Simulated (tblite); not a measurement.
A tight-binding relaxation on `N#C[C@@H]1[GeH2][CH2][C@H]1O`.

Computed with GFN2-xTB geometry optimisation, gas phase (tblite 0.8.0). Start geometry: from a force field or distance geometry. A driver script takes a list of jobs; this job's settings line and coordinates (Å) are shown.

Command:
```bash
OMP_NUM_THREADS=1 python probes_run.py task.json out
```

Input:
```
{"job": {"kind": "relax", "xc": "GFN2-xTB", "basis": "xTB"}, "charge": 0, "multiplicity": 1}
N      0.055200     2.526100     1.944100
C     -0.091300     1.817400     1.037400
C     -0.227600     0.899800    -0.077400
Ge    -1.543100    -0.455600     0.228100
C     -0.018700    -1.343800    -0.578800
C      0.824000    -0.184100    -0.153200
O      1.833500     0.219200    -1.015200
H     -0.403400     1.428500    -1.060800
H     -2.734500    -0.478400    -0.727100
H     -1.794600    -0.883000     1.690800
H     -0.074000    -1.441000    -1.693800
H      0.282600    -2.265400    -0.030700
H      1.242700    -0.295500     0.894000
H      2.648400     0.455300    -0.479700
```

Output:
```
step      E/eV     max force
  0    -569.86317    2.961
  1    -570.13862    3.704
  2    -570.03751    6.837
  3    -570.27404    1.215
  4    -570.31684    0.606
  5    -570.36526    0.885
  6    -570.38562    0.406
  7    -570.40201    0.291
  8    -570.42232    0.556
  9    -570.43833    0.529
... (46 lines left out)
 56    -570.49350    0.012
 57    -570.49352    0.010
 58    -570.49353    0.012
 59    -570.49355    0.013
 60    -570.49358    0.013
 61    -570.49360    0.016
 62    -570.49363    0.016
 63    -570.49365    0.014
 64    -570.49368    0.011
 65    -570.49369    0.010
```

«max force» is the largest atomic force in eV/Å.

**Question.** From which step on does the largest force stay under 0.1 eV/Å, and how much energy is left to gain from there?

**Answer.** From step 30 (0.057 eV/Å), 3.6 meV above the end.

In short: energy lowered by 14.5 kcal/mol over 65 steps; largest atomic force 0.010 eV/Å at the end.

**Question.** Give the final coordinates.

**Answer.** 0.173 Å rms from the input after alignment:
```
atom  x, y, z in Å
N1     0.1805    2.5863    1.9043
C2    -0.0205    1.8598    1.0405
C3    -0.2331    0.9111    0.0071
Ge4   -1.6209   -0.5379    0.1673
C5     0.0220   -1.4097   -0.5228
C6     0.8598   -0.1986   -0.0795
O7     1.8844    0.0673   -0.9948
H8    -0.3175    1.4163   -0.9588
H9    -2.8510   -0.4196   -0.6971
H10   -2.0234   -0.8569    1.5812
H11    0.0286   -1.4627   -1.6110
H12    0.3740   -2.3585   -0.1285
H13    1.2698   -0.3696    0.9262
H14    2.4467    0.7722   -0.6561
```

Hardware: one thread of an Arm Neoverse N1, shared host with 32 logical CPUs at a one-minute load of 23. Cost: 0.55 s of wall time.
Labels such as C1 count atoms from 1, the log's own numbers from 0.
